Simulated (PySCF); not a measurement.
Method used: PySCF, delta-SCF UKS SCAN, pcX-2 on the ionised atom, pcseg-1 elsewhere, spin-free X2C. Geometries: GFN2-xTB; isolated species, one conformer each. Values against the vacuum level.

Question: Rank by computed N 1s binding energy, lowest first.
A. N5 in `[SiH3:1][n:2]1[cH:3][cH:4][n:5][n:6]1`
B. N3 in `[SiH3:1][c:2]1[n:3][n:4][cH:5][nH:6]1`
C. N5 in `[SiH3:1][c:2]1[cH:3][n:4][n:5][nH:6]1`

Answer: B (405.03 eV), A (405.37 eV), C (406.23 eV).

From the lowest up, the atoms are bonded to: N (aromatic in the SMILES) and C (aromatic in the SMILES) (405.03); N (aromatic in the SMILES) and C (aromatic in the SMILES) (405.37); 2 N (aromatic in the SMILES) (406.23).

Question: Rank by computed C 1s binding energy, lowest first.
A. C4 in `[SiH3:1][n:2]1[cH:3][cH:4][n:5][n:6]1`
B. C2 in `[SiH3:1][c:2]1[cH:3][n:4][n:5][nH:6]1`
C. C1 in `[CH3:1][P+:2]1([PH2:3])[CH2:4][CH2:5]1`
D. C2 in `[SiH3:1][c:2]1[n:3][n:4][cH:5][nH:6]1`

Answer: A (291.13 eV), B (291.39 eV), D (291.77 eV), C (295.83 eV).

From the lowest up, the atoms are bonded to: N (aromatic in the SMILES), C (aromatic in the SMILES) and H (291.13); N (aromatic in the SMILES), C (aromatic in the SMILES) and Si (291.39); 2 N (aromatic in the SMILES) and Si (291.77); 3 H and P in a species of charge +1 (295.83).
